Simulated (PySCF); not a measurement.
C₅H₇FO₂.
SMILES: `CO/C(C)=C\C(=O)F`

Computed with PySCF at CAM-B3LYP/def2-SVPD, non-relativistic, on one gas-phase PBE0-D3(BJ)/def2-SVP geometry that isn't relaxed in the solvent. The solvent is an IEF-PCM continuum (Bondi radii, 1.10 Å for H, scaled by 1.2), and excitations are vertical TDDFT with non-equilibrium linear response and a frozen core. Only the electrostatic response of the medium enters.

Gas-phase singlets (H = HOMO, L = LUMO):

```
state  E (eV)  λ (nm)      f  leading configurations
   S1   5.363     231  0.003               H-1→L 91%
   S2   5.569     223  0.453                 H→L 97%
   S3   6.570     189  0.012    H→L+1 80%, H→L+2 12%
   S4   7.291     170  0.001    H→L+2 66%, H→L+1 14%
   S5   7.458     166  0.001               H-2→L 81%
```

Problem. What are the lowest 5 singlets in benzene (ε = 2.271)?

Solution. 
| state | E (eV) | λ (nm) | f | leading configurations | change by rank (eV) |
| --- | --- | --- | --- | --- | --- |
| S1 | 5.316 | 233 | 0.531 | H→L 98% | -0.047 |
| S2 | 5.530 | 224 | 0.003 | H-1→L 92% | -0.039 |
| S3 | 6.702 | 185 | 0.019 | H→L+1 79%, H→L+2 14% | +0.132 |
| S4 | 7.347 | 169 | 0.001 | H-2→L 86% | +0.056 |
| S5 | 7.493 | 165 | 0.000 | H→L+2 72%, H→L+1 14% | +0.035 |

Problem. The ground-state energy changes by -0.200 eV from gas to benzene. By how much does the total energy of gas-phase S2 change?

Solution. E(S2) = E(S0) + excitation energy, so it changes by -0.200 − 0.253 = -0.453 eV: it is lowered more than the ground state, which is what a red shift means. This is the vertical state, with the slow part of the continuum still set for S0.

Problem. How do the frontier levels move from gas to benzene?

Solution. 
```csv
orbital,gas (eV),solvent (eV),change (eV)
LUMO+2,1.53,1.73,+0.20
LUMO+1,0.80,1.09,+0.29
LUMO,-0.10,-0.11,-0.01
HOMO,-8.50,-8.45,+0.05
HOMO-1,-9.75,-9.95,-0.20
HOMO-2,-11.52,-11.41,+0.11
HOMO-3,-11.61,-11.63,-0.02
```

The HOMO–LUMO gap goes from 8.40 to 8.34 eV. Rows go by rank; for HOMO-3 and HOMO-2 the atom shares or the degeneracy differ between the runs, so the row needn't follow one orbital.

Conformer computed: `[CH3:1][O:2]/[C:3]([CH3:4])=[CH:5]\[C:6](=[O:7])[F:8]`: C1–O2–C3–C4 3°, C3–C5–C6–O7 -2°.
